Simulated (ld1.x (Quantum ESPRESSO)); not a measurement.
# What one change does to a pseudopotential (rhodium (Rh), TM)

| Property | Result |
| --- | --- |
| Element | Rh |
| Generator | ld1.x (Quantum ESPRESSO) 7.5 |
| Type | norm-conserving Troullier–Martins (Kleinman–Bylander form) |
| Functional | PBE |
| Relativity | scalar-relativistic |
| Frozen core | [Ar] 3d10 4s2 |
| Valence charge | 15 |
| Reference configuration | 4p6 4d6 5s0 5p0 (charge +3) |
| Partial waves | 4p (bound): rc 1.40 bohr; 4d (bound): rc 1.65 bohr; 5s (bound, empty): rc 2.35 bohr |
| Local potential | the s channel |
| Core correction | a·sin(br)/r model core inside 0.80 bohr |

Change: wave 4p (bound): rc 1.40 bohr becomes 4p (bound): rc 1.66 bohr.

Cutoffs: the cutoffs (Ry, on a coarse ladder) from which the occupation-weighted sum of valence levels, in a spherical-Bessel basis at the reference potential, stays within 10 and 1 mRy of its value at 400 Ry; they do not see the model core or the augmentation charge, which bear on the density cutoff. Errors are all-electron minus pseudo energies relative to the spin-unpolarised reference configuration.

How do hardness, ghosts and transferability respond?

The potential gets softer (70 Ry and 110 Ry → 60 Ry and 70 Ry); the errors of the 7 common tests hardly move; neither file shows a bound ghost at the reference potential, the only one tested. A larger radius leaves more room for a smooth pseudo-wave, so fewer plane waves are needed.

```csv
quantity,base,changed
"cutoff, loose",70 Ry,60 Ry
"cutoff, tight",110 Ry,70 Ry
loose cutoff by channel (10 mRy a level),"p 50 Ry, d 50 Ry","p 30 Ry, d 50 Ry"
bound ghosts,none,none
"error for 4p6 4d8 5s1 5p0, meV [ΔE -59.48 eV]",-333,-331
"error for 4p6 4d8 5s0 5p0, meV [ΔE -52.02 eV]",-443,-440
"error for 4p6 4d7 5s0 5p0, meV [ΔE -32.50 eV]",-131,-130
"error for 4p6 4d5 5s0 5p0, meV [ΔE 46.95 eV]",-160,-158
"error for 4p6 4d8.5 5s0.5 5p0, meV [ΔE -60.11 eV]",-533,-530
"error for 4p6 4d8 5s0.5 5p0, meV [ΔE -56.56 eV]",-385,-382
"error for 4p6 4d7 5s1 5p0, meV [ΔE -48.35 eV]",-83,-82
s: phases at 2.55 bohr within 0.05 rad from the reference energy up to (Ry; the scan ends near 5),1.1,1.1
p: phases at 2.55 bohr within 0.05 rad from the reference energy up to (Ry; the scan ends near 5),-3.2,-3.2
d: phases at 2.55 bohr within 0.05 rad from the reference energy up to (Ry; the scan ends near 5),-1.2,-1.2
```

Base: These tests converged, but a pseudo level misses the all-electron one widely, so the file describes the atom poorly there or has found another state: 4p6 4d5 5s0 5p0: empty 5p by 3.5 eV. Changed file: These tests converged, but a pseudo level misses the all-electron one widely, so the file describes the atom poorly there or has found another state: 4p6 4d5 5s0 5p0: empty 5p by 3.5 eV.
